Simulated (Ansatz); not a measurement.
Input for Ansatz (a quantum-chemistry and plane-wave program): U-CCSD(T)/def2-SVP on BrHPb (SMILES [Br][PbH]), a point of a bond scan (R = 4.280 Å). Elements past Kr take the def2 small-core potentials; no spin–orbit coupling. The run froze 23 orbitals, filled d shells among them.

Ansatz 0.2 input:
```yaml
crystal:
  periodic: [false, false, false]
  atoms:
    - {symbol: Pb, position_ang: [-0.44367559, -0.36613799, 0.53135789]}
    - {symbol: H, position_ang: [-3.19746575, -1.74332978, -2.44112871]}
    - {symbol: Br, position_ang: [1.08635354, 0.88537806, -1.22315198]}
basis:
  gaussian:
    orbitals: def2-SVP
correlation: {method: ccsd_t, electrons: outside_noble_gas}
scf: {omitted_lower_state_checks: [cluster_reference]}
magnetization: {spin_polarized: true, initial_magnetization: 0}
```

### Question
Give the final energy of this run.

### Answer
-2764.6744 hartree (reference determinant -2764.4917, T1 diagnostic 0.016). Its determinant has ⟨S²⟩ = 1.00, a mixture of spin states.

### Question
How many basis functions does it have, and what does it roughly cost on one machine?

### Answer
63 functions; about 20 core-seconds (a rough figure).
